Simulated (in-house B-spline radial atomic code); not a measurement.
A run on an ion of nuclear charge 59 with 59.5 electrons that did not converge. Method: scalar-relativistic (X2C) BLYP, spin-polarised, spherical fractional occupations, Fermi nucleus of rms radius 4.8919 fm; computed with a B-spline radial code for spherical atoms.

Command:
```bash
python run_scf.py task.json out
```
Settings (nuclear radius in fm, mass in u):
```
Z                59
configuration    [Xe] 4f3.5 6s2
hamiltonian      x2c
method           b88,lyp
spin_polarised   True
nucleus          fermi
rms_radius       4.8919
atomic_mass      140.90766
speed_of_light   137.035999084
```

First and last ten iterations of the last attempt (damped for 15 steps, keeping 80 % of the old Fock matrix, then DIIS):
```
 iter        energy (Eh)    residual
    1       -9226.963470    4.77e-01
    2       -9224.847119    6.05e-01
    3       -9231.289766    3.75e-01
    4       -9234.484474    2.16e-01
    5       -9235.964634    1.21e-01
    6       -9236.602539    7.41e-02
    7       -9236.857442    4.14e-02
    8       -9236.952520    2.32e-02
    9       -9236.987194    1.59e-02
   10       -9233.299519    1.58e-01
  111       -9233.083947    1.63e-01
  112       -9233.088019    1.63e-01
  113       -9233.087227    1.63e-01
  114       -9233.085155    1.63e-01
  115       -9233.074782    1.63e-01
  116       -9233.056659    1.64e-01
  117       -9233.089775    1.63e-01
  118       -9233.105783    1.63e-01
  119       -9233.107606    1.63e-01
  120       -9236.955479    2.44e-02
 not converged after 120 iterations
```

The smallest residual met was 1.1e-02; the threshold is about 6e-07. No energy from this run should be used. The likely cause: this method binds the added charge weakly or not at all at the basis-set limit, so charge moves back and forth between the atom and the box. Time taken, with all properties: 2.5 s on 1 thread of Arm Neoverse V2, on a shared host.
